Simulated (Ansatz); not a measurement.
B2BrFH4Si (`FBB([SiH3])Br`). Total charge 0; spin multiplicity 1.

Z-matrix (Å, degrees):
```
Si
B 1 2.016
H 1 1.486 2 112.3
H 1 1.492 2 107.0 3 -119.5
H 1 1.489 2 111.1 3 123.1
B 2 1.684 1 127.3 3 -163.8
Br 2 1.913 1 118.3 3 20.8
F 6 1.326 2 121.0 1 91.3
H 6 1.205 2 122.6 1 -89.0
```

Q: What are the harmonic wavenumbers in cm⁻¹ at PBE0-D4/def2-TZVP (Ansatz, finite differences of forces, unscaled)? (Best estimate.)

A: Ansatz gave: 19, 65, 119, 141, 169, 322, 435, 545, 619, 728, 869, 902, 928, 939, 941, 1109, 1337, 2201, 2217, 2233, 2563.

Q: Is this a minimum?

A: Yes, all 21 modes are real.

Q: Give the ideal-gas thermochemistry at 298.15 K and 1 bar (rigid rotor, harmonic oscillator; point group C1, symmetry number 1).

A: Zero-point energy 116.0 kJ/mol; H(298) − E = 139.3 kJ/mol; entropy 391.3 J/(mol·K), of which translation 171.6, rotation 121.3, vibration 98.5; G(298) − E = 22.6 kJ/mol. Modes under 100 cm⁻¹ are hindered rotations or soft bends, so the harmonic entropy is rough.

Q: And at 400, 500, 600, 800 and 1000 K?

A: 
```
T (K)  H − E (kJ/mol)  S (J/mol/K)  G − E (kJ/mol)
  400           151.5        426.3           -19.0
  500           164.9        456.3           -63.2
  600           179.6        483.0          -110.2
  800           211.6        528.9          -211.5
 1000           246.1        567.4          -321.3
```
